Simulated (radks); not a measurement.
Neutral hafnium inside a hard spherical wall (all orbitals vanish at R), configuration held at [Xe] 4f14 5d2 6s2 and not refilled when levels cross. Calculated with a radial shooting solver on a logarithmic mesh with Libxc functionals: scalar-relativistic Kohn-Sham, PBE, spin-polarised, spherical densities, finite nucleus; open shells are filled with parallel spins first (spin-orbit coupling, left out, can overturn this in heavy ions); Fermi nuclear charge, rms radius 5.347 fm. Eigenvalues in eV for spin up, with the zero of energy where the potential of the charges vanishes at infinity; a dash marks a level that is unbound or too diffuse for the functional's potential to be trusted. A positive occupied level is held by the wall or, in an anion where self-interaction has pushed it up, behind a barrier. The pressure on the wall is -dE/dV.

[
 {"R (bohr)": "free", "E (hartree)": "-15076.1807", "kinetic (hartree)": "16513.207", "e(5p)": "-35.836", "e(4f)": "-16.745", "e(6s)": "-5.427", "e(5d)": "-3.095", "e(6p, empty)": "-1.559", "e(7s, empty)": "-", "pressure (GPa)": "0"},
 {"R (bohr)": "8", "E (hartree)": "-15076.1722", "kinetic (hartree)": "16513.272", "e(5p)": "-35.410", "e(4f)": "-16.310", "e(6s)": "-5.105", "e(5d)": "-2.726", "e(6p, empty)": "-0.821", "e(7s, empty)": "4.564", "pressure (GPa)": "0.335"},
 {"R (bohr)": "6", "E (hartree)": "-15076.1069", "kinetic (hartree)": "16513.626", "e(5p)": "-33.846", "e(4f)": "-14.680", "e(6s)": "-3.657", "e(5d)": "-1.331", "e(6p, empty)": "1.677", "e(7s, empty)": "13.583", "pressure (GPa)": "5.23"},
 {"R (bohr)": "5", "E (hartree)": "-15075.9578", "kinetic (hartree)": "16514.271", "e(5p)": "-31.796", "e(4f)": "-12.486", "e(6s)": "-1.142", "e(5d)": "0.666", "e(6p, empty)": "5.630", "e(7s, empty)": "25.523", "pressure (GPa)": "23.5"},
 {"R (bohr)": "4", "E (hartree)": "-15075.4597", "kinetic (hartree)": "16516.160", "e(5p)": "-27.856", "e(4f)": "-8.079", "e(6s)": "5.802", "e(5d)": "5.137", "e(6p, empty)": "15.839", "e(7s, empty)": "52.676", "pressure (GPa)": "131"},
 {"R (bohr)": "3", "E (hartree)": "-15073.3299", "kinetic (hartree)": "16524.031", "e(5p)": "-18.484", "e(4f)": "2.909", "e(6s)": "30.016", "e(5d)": "17.696", "e(6p, empty)": "48.084", "e(7s, empty)": "127.41", "pressure (GPa)": "1150"},
 {"R (bohr)": "2.5", "E (hartree)": "-15069.5525", "kinetic (hartree)": "16537.765", "e(5p)": "-6.524", "e(4f)": "16.350", "e(6s)": "65.701", "e(5d)": "34.298", "e(6p, empty)": "91.557", "e(7s, empty)": "218.89", "pressure (GPa)": "4550"}
]
